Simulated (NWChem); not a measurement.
System: BSiH4OCl; SMILES ClB([SiH3])O

Parts of the log:

```
             Northwest Computational Chemistry Package (NWChem) 7.3.0
             --------------------------------------------------------

 CS  symmetry detected

                             Geometry "geometry" -> ""
                             -------------------------

 Output coordinates in angstroms (scale by  1.889725989 to convert to a.u.)

  No.       Tag          Charge          X              Y              Z
 ---- ---------------- ---------- -------------- -------------- --------------
    1 B                    5.0000     0.43110562    -0.12323832     0.00000000
    2 Cl                  17.0000    -0.62534143    -1.55883854     0.00000000
    3 O                    8.0000     1.76184158    -0.29208395     0.00000000
    4 H                    1.0000     2.03075711    -1.22117972     0.00000000
    5 Si                  14.0000    -0.40825438     1.72191810     0.00000000
    6 H                    1.0000     0.61834365     2.80851898     0.00000000
    7 H                    1.0000    -1.27649793     1.87946285     1.20893293
    8 H                    1.0000    -1.27649793     1.87946285    -1.20893293

 Effective nuclear repulsion energy (a.u.)     184.1468963127

      Symmetry information
      --------------------

 Group name             Cs
 Group number              2
 Group order               2
 No. of unique centers     7

                                 NWChem DFT Module
                                 -----------------

 Summary of "ao basis" -> "ao basis" (spherical)
 ------------------------------------------------------------------------------
       Tag                 Description            Shells   Functions and Types
 ---------------- ------------------------------  ------  ---------------------
 B                          def2-svp                 6       14   3s2p1d
 Cl                         def2-svp                 8       18   4s3p1d
 O                          def2-svp                 6       14   3s2p1d
 H                          def2-svp                 3        5   2s1p
 Si                         def2-svp                 8       18   4s3p1d

      Symmetry analysis of basis
      --------------------------

        a'         59
        a"         25

            General Information
            -------------------
          SCF calculation type: DFT
          Wavefunction type:  closed shell.
          No. of atoms     :     8
          No. of electrons :    48
           Alpha electrons :    24
            Beta electrons :    24
          Charge           :     0
          Spin multiplicity:     1
          Use of symmetry is: on ; symmetry adaption is: on
          Maximum number of iterations: 150
          AO basis - number of functions:    84
                     number of shells:    40
          Convergence on energy requested:  1.00D-06
          Convergence on density requested:  1.00D-05
          Convergence on gradient requested:  5.00D-04

              XC Information
              --------------
                      r^2SCAN Method XC Functional
               r^2SCAN metaGGA Exchange Functional  1.000
                     r^2SCAN Correlation Potential  1.000

             Grid Information
             ----------------
          Grid used for XC integration:  xcoarse
          Radial quadrature: Mura-Knowles
          Angular quadrature: Lebedev.
          Tag              B.-S. Rad. Rad. Pts. Rad. Cut. Ang. Pts.
          ---              ---------- --------- --------- ---------
          B                   0.85       21           8.0       194
          Cl                  1.00       42          11.0       194
          O                   0.60       21          10.0       194
          H                   0.35       21          11.0       194
          Si                  1.10       42          10.0       194
          Grid pruning is: on
          Number of quadrature shells:   189
          Spatial weights used:  Erf1

      Superposition of Atomic Density Guess
      -------------------------------------

 Sum of atomic energies:        -849.25432810

      Non-variational initial energy
      ------------------------------

 Total energy =    -850.558055
 1-e energy   =   -1539.135468
 2-e energy   =     504.430517
 HOMO         =      -0.331698
 LUMO         =       0.015709

      Symmetry analysis of molecular orbitals - initial
      -------------------------------------------------

  Numbering of irreducible representations:

     1 a'          2 a"

  Orbital symmetries:

     1 a'          2 a'          3 a'          4 a'          5 a'
     6 a'          7 a"          8 a'          9 a'         10 a'
    11 a"         12 a'         13 a'         14 a'         15 a'
    16 a'         17 a'         18 a'         19 a"         20 a"
    21 a'         22 a"         23 a'         24 a'         25 a"
    26 a'         27 a'         28 a'         29 a'         30 a"
    31 a'         32 a'         33 a'         34 a'

     ---------------------------------------------
      Total Density - Mulliken Population Analysis
     ---------------------------------------------

[...]

                         DFT ENERGY GRADIENTS

    atom               coordinates                        gradient
                 x          y          z           x          y          z
   1 B       0.814671  -0.232887   0.000000    0.002275  -0.004339   0.000000
   2 Cl     -1.181724  -2.945778   0.000000    0.003850   0.003896   0.000000
   3 O       3.329398  -0.551959   0.000000   -0.005065  -0.001715   0.000000
   4 H       3.837574  -2.307695   0.000000   -0.001016   0.002173   0.000000
   5 Si     -0.771489   3.253953   0.000000    0.000555  -0.001404   0.000000
   6 H       1.168500   5.307331   0.000000    0.001293   0.001111   0.000000
   7 H      -2.412231   3.551670   2.284552   -0.000946   0.000138   0.001560
   8 H      -2.412231   3.551670  -2.284552   -0.000946   0.000138  -0.001560
```

Level: r2SCAN/def2-SVP. All runs use the structure optimised with PBE0/def2-SVP.

### Question
Which NWChem input produces such a log?

### Answer
Several could match; the one computed here: the input that was run:
```
start job
memory heap 200 mb stack 900 mb global 1100 mb
geometry units angstroms noautoz
  B      0.438769    -0.099822     0.005475
  Cl    -0.603476    -1.544302     0.070523
  O      1.770192    -0.257037    -0.038834
  H      2.047664    -1.183576    -0.030504
  Si    -0.417352     1.737611     0.000553
  H      0.598339     2.832908    -0.056904
  H     -1.243196     1.910818     1.236747
  H     -1.329764     1.864305    -1.179121
end
basis spherical
  B library def2-svp
  Cl library def2-svp
  O library def2-svp
  H library def2-svp
  Si library def2-svp
end
dft
  xc r2scan
  grid xcoarse
  iterations 150
  mulliken
end
task dft gradient
```
